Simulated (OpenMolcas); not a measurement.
A run on Rh2+ among 5 point charges of -1 e arranged as a square pyramid (C4v), 1.8 Å from the ion, with the axial distance 1.836 Å.
```
   1.8000    0.0000    0.0000  -1.00
   0.0000    1.8000    0.0000  -1.00
  -1.8000    0.0000    0.0000  -1.00
   0.0000   -1.8000    0.0000  -1.00
   0.0000    0.0000    1.8360  -1.00
```

| Property | Result |
| --- | --- |
| Program | OpenMolcas |
| Method | CASSCF |
| Basis | ANO-RCC-VTZP [7s6p4d2f1g] |
| Scalar Hamiltonian | DKH2, point nucleus |
| Active space | 7 electrons in 5 orbitals (4d) |
| State averaging | 2S+1 = 4 even, 10 roots; 2S+1 = 2 even, 40 roots |
| Spin-orbit coupling | state interaction with AMFI integrals over the reference wave functions |

68 basis functions. Blocks (2S+1, parity, CSFs, roots kept): 4, even, 10, 10; 2, even, 40, 40.

Problem. How long do the RASSCF and RASSI steps take on 1 thread of AMD EPYC 9R45 96-Core Processor (Zen 5) (shared host)?

Solution. About 8.6 s of wall time, without the integral step.
